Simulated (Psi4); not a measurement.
C4H10AlCl, singlet, geometry from GFN2-xTB (such geometries of metal compounds can be far from the true shape), atoms displaced at random by about 0.03 Å a coordinate; R2SCAN/STO-3G, gradient (Psi4).

The Psi4 input:
```
memory 2 GB

molecule mol {
0 1
Al    0.219425    0.266022    0.508601
Cl   -0.233635   -1.182708    1.927319
C     0.672991    2.111814    1.134351
H     1.711774    2.327965    1.055202
H     0.350938    2.199879    2.170187
H     0.223746    2.870367    0.580626
C     0.256047   -0.255589   -1.462249
C     0.337127    0.997004   -2.312700
C    -1.012593   -1.085116   -1.823693
H     1.170672   -0.883162   -1.694030
H     0.384739    0.764267   -3.387235
H    -0.554041    1.606674   -2.182917
H     1.147025    1.607320   -2.076494
H    -1.098032   -1.933282   -1.209367
H    -0.983188   -1.415645   -2.873828
H    -1.941990   -0.572699   -1.805462
symmetry c1
no_reorient
no_com
}

set {
  basis sto-3g
  reference rks
}

gradient('r2scan')
print_variables()
```

The log (banner, timings and long lists left out):

```
gradient() will perform analytic gradient computation.

   => Loading Basis Set <=

    Name: STO-3G
    Role: ORBITAL
    Keyword: BASIS

         ---------------------------------------------------------
                                   SCF
               by Justin Turney, Rob Parrish, Andy Simmonett
                          and Daniel G. A. Smith
                              RKS Reference
         ---------------------------------------------------------

  ==> Geometry <==

    Molecular point group: c1
    Full point group: C1

    Geometry (in Angstrom), charge = 0, multiplicity = 1:

       Center              X                  Y                   Z               Mass
    ------------   -----------------  -----------------  -----------------  -----------------
         AL           0.219425000000     0.266022000000     0.508601000000    26.981538530000
         CL          -0.233635000000    -1.182708000000     1.927319000000    34.968852682000
         C            0.672991000000     2.111814000000     1.134351000000    12.000000000000
         H            1.711774000000     2.327965000000     1.055202000000     1.007825032230
         H            0.350938000000     2.199879000000     2.170187000000     1.007825032230
         H            0.223746000000     2.870367000000     0.580626000000     1.007825032230
         C            0.256047000000    -0.255589000000    -1.462249000000    12.000000000000
         C            0.337127000000     0.997004000000    -2.312700000000    12.000000000000
         C           -1.012593000000    -1.085116000000    -1.823693000000    12.000000000000
         H            1.170672000000    -0.883162000000    -1.694030000000     1.007825032230
         H            0.384739000000     0.764267000000    -3.387235000000     1.007825032230
         H           -0.554041000000     1.606674000000    -2.182917000000     1.007825032230
         H            1.147025000000     1.607320000000    -2.076494000000     1.007825032230
         H           -1.098032000000    -1.933282000000    -1.209367000000     1.007825032230
         H           -0.983188000000    -1.415645000000    -2.873828000000     1.007825032230
         H           -1.941990000000    -0.572699000000    -1.805462000000     1.007825032230

  Running in c1 symmetry.

  Rotational constants: A =      0.08904  B =      0.04864  C =      0.03307 [cm^-1]
  Rotational constants: A =   2669.39272  B =   1458.04737  C =    991.34645 [MHz]
  Nuclear repulsion =  339.267098967884635

  Charge       = 0
  Multiplicity = 1
  Electrons    = 64
  Nalpha       = 32
  Nbeta        = 32

  ==> Algorithm <==

  SCF Algorithm Type is DF.
  DIIS enabled.
  MOM disabled.
  Fractional occupation disabled.
  Guess Type is SAD.
  Energy threshold   = 1.00e-08
  Density threshold  = 1.00e-08
  Integral threshold = 1.00e-12

  ==> Primary Basis <==

  Basis Set: STO-3G
    Blend: STO-3G
    Number of shells: 32
    Number of basis functions: 48
    Number of Cartesian functions: 48
    Spherical Harmonics?: true
    Max angular momentum: 1

  ==> DFT Potential <==

   => LibXC <=

    Version 7.1.2
    S. Lehtola, C. Steigemann, M. J. T. Oliveira, and M. A. L. Marques,  SoftwareX 7, 1–5 (2018) (10.1016/j.softx.2017.11.002)

   => Composite Functional: R2SCAN <=

    r2SCAN Meta-GGA XC Functional  (0.1021/acs.jpclett.0c02405)
    J. W. Furness, A. D. Kaplan, J. Ning, J. P. Perdew, J. Sun  J. Phys. Chem. Lett.  11, 8208–8215, 2020

    Deriv               =              1
    GGA                 =           TRUE
    Meta                =           TRUE

    Exchange Hybrid     =          FALSE
    MP2 Hybrid          =          FALSE

   => Exchange Functionals <=

    1.0000   XC_MGGA_X_R2SCAN

   => Correlation Functionals <=

    1.0000   XC_MGGA_C_R2SCAN

   => LibXC Density Thresholds  <==

    XC_MGGA_C_R2SCAN:  1.00E-15
    XC_MGGA_X_R2SCAN:  1.00E-11

   => Molecular Quadrature <=

    Radial Scheme          =       TREUTLER
    Pruning Scheme         =           NONE
    Nuclear Scheme         =       TREUTLER

    Blocking Scheme        =         OCTREE
    BS radius alpha        =              1
    Pruning alpha          =              1
    Radial Points          =             75
    Spherical Points       =            302
    Total Points           =         336162
    Total Blocks           =           2539
    Max Points             =            256
    Max Functions          =             45
    Weights Tolerance      =       1.00E-15

   => Loading Basis Set <=

    Name: (STO-3G AUX)
    Role: JKFIT
    Keyword: DF_BASIS_SCF

  ==> Integral Setup <==

  SCF_SUBTYPE=INCORE selected. In-core MEM_DF algorithm will be used.
  Using in-core AOs.

  ==> MemDFJK: Density-Fitted J/K Matrices <==

    J tasked:                   Yes
    K tasked:                    No
    wK tasked:                   No
    Algorithm:                 Core
    Schwarz Cutoff:           1E-12
    Mask sparsity (%):       3.5590
    Fitting Condition:        1E-10

   => Auxiliary Basis Set <=

  Basis Set: (STO-3G AUX)
    Blend: DEF2-UNIVERSAL-JKFIT
    Number of shells: 236
    Number of basis functions: 736
    Number of Cartesian functions: 866
    Spherical Harmonics?: true
    Max angular momentum: 4

  Minimum eigenvalue in the overlap matrix is 2.0477198669E-01.
  Reciprocal condition number of the overlap matrix is 8.1050809519E-02.
    Using symmetric orthogonalization.

  ==> Pre-Iterations <==

  SCF Guess: Superposition of Atomic Densities via on-the-fly atomic UHF (no occupation information).

   -------------------------
    Irrep   Nso     Nmo
   -------------------------
     A         48      48
   -------------------------
    Total      48      48
   -------------------------

  ==> Iterations <==

                           Total Energy        Delta E     RMS |[F,P]|

   @DF-RKS iter SAD:  -847.99428497914505   -8.47994e+02   0.00000e+00
[...]
  @DF-RKS Final Energy:  -851.24835965358102
    Total Energy =                       -851.2483596535810193
[...]
 Magnitude           :                                                    0.9456730

 ------------------------------------------------------------------------------------

         ------------------------------------------------------------
                                   SCF GRAD
                          Rob Parrish, Justin Turney,
                       Andy Simmonett, and Alex Sokolov
         ------------------------------------------------------------

  ==> Geometry <==

    Molecular point group: c1
    Full point group: C1

    Geometry (in Angstrom), charge = 0, multiplicity = 1:

       Center              X                  Y                   Z               Mass
    ------------   -----------------  -----------------  -----------------  -----------------
         AL           0.219425000000     0.266022000000     0.508601000000    26.981538530000
         CL          -0.233635000000    -1.182708000000     1.927319000000    34.968852682000
         C            0.672991000000     2.111814000000     1.134351000000    12.000000000000
         H            1.711774000000     2.327965000000     1.055202000000     1.007825032230
         H            0.350938000000     2.199879000000     2.170187000000     1.007825032230
         H            0.223746000000     2.870367000000     0.580626000000     1.007825032230
         C            0.256047000000    -0.255589000000    -1.462249000000    12.000000000000
         C            0.337127000000     0.997004000000    -2.312700000000    12.000000000000
         C           -1.012593000000    -1.085116000000    -1.823693000000    12.000000000000
         H            1.170672000000    -0.883162000000    -1.694030000000     1.007825032230
         H            0.384739000000     0.764267000000    -3.387235000000     1.007825032230
         H           -0.554041000000     1.606674000000    -2.182917000000     1.007825032230
         H            1.147025000000     1.607320000000    -2.076494000000     1.007825032230
         H           -1.098032000000    -1.933282000000    -1.209367000000     1.007825032230
         H           -0.983188000000    -1.415645000000    -2.873828000000     1.007825032230
         H           -1.941990000000    -0.572699000000    -1.805462000000     1.007825032230

  Nuclear repulsion =  339.267098967884635

  ==> Basis Set <==

  Basis Set: STO-3G
    Blend: STO-3G
    Number of shells: 32
    Number of basis functions: 48
    Number of Cartesian functions: 48
    Spherical Harmonics?: true
    Max angular momentum: 1

  ==> DFJKGrad: Density-Fitted SCF Gradients <==

    Gradient:                    1
    J tasked:                  Yes
    K tasked:                   No
    wK tasked:                  No
    Integrals threads:           1
    Schwarz Cutoff:          1E-12
    Fitting Condition:       1E-10

   => Auxiliary Basis Set <=

  Basis Set: (STO-3G AUX)
    Blend: DEF2-UNIVERSAL-JKFIT
    Number of shells: 236
    Number of basis functions: 736
    Number of Cartesian functions: 866
    Spherical Harmonics?: true
    Max angular momentum: 4

  ==> DFT Potential <==

   => LibXC <=

    Version 7.1.2
    S. Lehtola, C. Steigemann, M. J. T. Oliveira, and M. A. L. Marques,  SoftwareX 7, 1–5 (2018) (10.1016/j.softx.2017.11.002)

   => Composite Functional: R2SCAN <=

    r2SCAN Meta-GGA XC Functional  (0.1021/acs.jpclett.0c02405)
    J. W. Furness, A. D. Kaplan, J. Ning, J. P. Perdew, J. Sun  J. Phys. Chem. Lett.  11, 8208–8215, 2020

    Deriv               =              1
    GGA                 =           TRUE
    Meta                =           TRUE

    Exchange Hybrid     =          FALSE
    MP2 Hybrid          =          FALSE

   => Exchange Functionals <=

    1.0000   XC_MGGA_X_R2SCAN

   => Correlation Functionals <=

    1.0000   XC_MGGA_C_R2SCAN

   => LibXC Density Thresholds  <==

    XC_MGGA_C_R2SCAN:  1.00E-15
    XC_MGGA_X_R2SCAN:  1.00E-11

   => Molecular Quadrature <=

    Radial Scheme          =       TREUTLER
    Pruning Scheme         =           NONE
    Nuclear Scheme         =       TREUTLER

    Blocking Scheme        =         OCTREE
    BS radius alpha        =              1
    Pruning alpha          =              1
    Radial Points          =             75
    Spherical Points       =            302
    Total Points           =         336162
    Total Blocks           =           2539
    Max Points             =            256
    Max Functions          =             45
    Weights Tolerance      =       1.00E-15

  -Total Gradient:
     Atom            X                  Y                   Z
    ------   -----------------  -----------------  -----------------
       1       -0.015732169335    -0.026373026257     0.031985999978
       2        0.001543881100     0.002522249678    -0.003285042058
       3        0.012403473733     0.068530066285    -0.011673759543
       4       -0.029117281931     0.002380703196    -0.004705245770
       5       -0.003117792919    -0.005175957558    -0.005551361833
       6        0.030329626206    -0.031337500427     0.027020950544
       7       -0.005525837891     0.013914348429    -0.044855619539
       8        0.038244220280     0.010860549781     0.028291425705
       9       -0.027228677751    -0.009092265895     0.039701428619
      10        0.017861576039    -0.007644851815    -0.007912592474
      11       -0.002049616245     0.001588126784     0.000468739133
      12        0.009510108901    -0.005645193108    -0.001461810365
      13       -0.044686593238    -0.028130668694    -0.012143749436
      14        0.003068757172     0.036353361321    -0.023804934225
      15       -0.009060202990     0.006064012832    -0.000388949999
      16        0.024015238906    -0.027290771160    -0.014109601598

  Variable Map:
  ----------------------------------------------------------------------------
[...]
  Array Variable Map:
  ----------------------------------------------------------------------------
[...]
[...]
```
